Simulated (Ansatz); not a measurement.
Species: C₂H₆OSi, SMILES `C=[SiH]CO` (C–Si–C–O torsion -4°, Si–C–O–H torsion -47°) (charge 0, multiplicity 1).

Give a relaxed geometry from Ansatz (a first-principles code) with PBE0-D3(BJ)/def2-TZVP.

Several could match; the one computed here: the end point of this relaxation, one of several conformers (outside a Z-matrix the atoms follow the SMILES, hydrogens last).
Z-matrix (Å, degrees):
```
Si
C 1 1.6988
H 2 1.0836 1 122.03
H 2 1.0841 3 115.46 1 -177.74
H 1 1.4825 2 122.72 3 0.90
C 1 1.8858 5 115.18 2 -175.43
H 6 1.0945 1 109.69 5 -69.34
H 6 1.1009 7 105.78 1 -117.76
O 6 1.4127 7 106.85 8 -119.53
H 9 0.9613 6 108.62 7 -167.66
```
